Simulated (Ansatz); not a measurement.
C2H4FNOSi, SMILES O=C/N=C/[SiH2]F.

Geometry: B3LYP-D3(BJ)/def2-SVP. The structure was generated by enumeration; whether it is a known compound was not checked. Other conformers were not sampled.

Two levels are set side by side: PBE/def2-SVPD (Ansatz, a program for electronic structure) and CAM-B3LYP/def2-SVPD (Ansatz). Energy differences of separate SCF runs at the same geometry; the states with an electron removed or added have multiplicity 2 and 2. Differences are taken from unrounded values.

```csv
quantity,CAM-B3LYP,PBE,PBE minus CAM-B3LYP
vertical ionisation energy (eV),10.17,9.53,-0.63
vertical electron affinity (eV),0.49,0.56,0.07
vertical singlet–triplet gap (eV),3.27,2.79,-0.48
```
